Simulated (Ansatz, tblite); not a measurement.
Removing and adding an electron: Zn₆O₆, a cluster cut from wurtzite ZnO (bare). Total charge 0; singlet. Geometry: PBE-D4/def2-SVP. Ansatz, gas phase; energy differences of separate SCF runs; the oxidised species was run as a doublet alone; the reduced species was run as a doublet alone.

Cartesian coordinates in Å:
```
Zn 1.116 1.365 -0.925
O -0.667 1.550 -1.586
O 1.443 -0.541 -1.729
Zn -0.463 -0.515 -1.867
Zn -1.734 0.972 -0.110
O -1.941 -1.008 -0.761
O 1.941 1.008 0.761
Zn 1.734 -0.972 0.110
Zn 0.463 0.516 1.867
O -1.443 0.541 1.729
O 0.667 -1.550 1.586
Zn -1.116 -1.365 0.925
```

The xTB rows come from tblite. Single mean-field runs in def2-TZVP are fitted with def2-universal-jkfit.

| level | −HOMO (eV) | vertical IE (eV) | −LUMO (eV) | vertical EA (eV) | HOMO–LUMO gap (eV) | IE − EA (eV) |
| --- | --- | --- | --- | --- | --- | --- |
| GFN1-xTB | 10.49 | 13.05 | 7.66 | 5.26 | 2.83 | 7.78 |
| GFN2-xTB | 14.12 | 16.86 | 12.42 | 9.71 | 1.70 | 7.15 |
| ωB97X-V/def2-TZVP | 9.65 | 9.29 | 0.97 | 1.03 | 8.68 | 8.26 |

Question: Estimate the rows for PBE-D4/def2-TZVP, PBE0-D4/def2-TZVP.

Answer: 
```
            level  −HOMO (eV)  vertical IE (eV)  −LUMO (eV)  vertical EA (eV)  HOMO–LUMO gap (eV)  IE − EA (eV)
 PBE-D4/def2-TZVP        5.97                 –        3.80              1.97                2.17             –
PBE0-D4/def2-TZVP        7.31              8.88        2.84              1.56                4.48          7.32
```

Run but left out: PBE-D4/def2-TZVP (charge +1 doublet: an occupied level 0.09 eV above an empty one).   Raw xTB energy differences between charge states are shifted by several eV; the methods need an empirical correction for them. Sets without diffuse functions give affinities that are too small.
